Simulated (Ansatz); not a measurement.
Basis-set extrapolation for `N[Si@@H](Cl)[Si@@H](N)Cl` (PBE0-D4/def2-TZVP geometry, frozen core, Ansatz 0.2.0). Multiplicity 1, RHF reference.

```
                       def2-TZVPP    def2-QZVPP
                 HF  -1609.539851  -1609.589165
    MP2 correlation     -1.044253     -1.135042
CCSD(T) correlation     -1.156379       not run
```

Energies in hartree. Use E(X) = E(∞) + A·exp(−7.88·√X) for Hartree–Fock and E(X) = E(∞) + B·X^(−2.97) for correlation, with X = 3 and 4, and add CCSD(T) minus MP2 of the smaller set to the MP2 limit.

Question: What is the CCSD(T) energy at the basis-set limit?

Answer: HF limit: -1609.589165 + (-0.049314) × 0.13774 = -1609.59596. MP2 limit: -1.135042 + (-0.090789) × 0.74074 = -1.20229. Higher-order term: -1.156379 − (-1.044253) = -0.11213. Total: -1610.91038 hartree, 5.83 eV below CCSD(T)/def2-TZVPP.
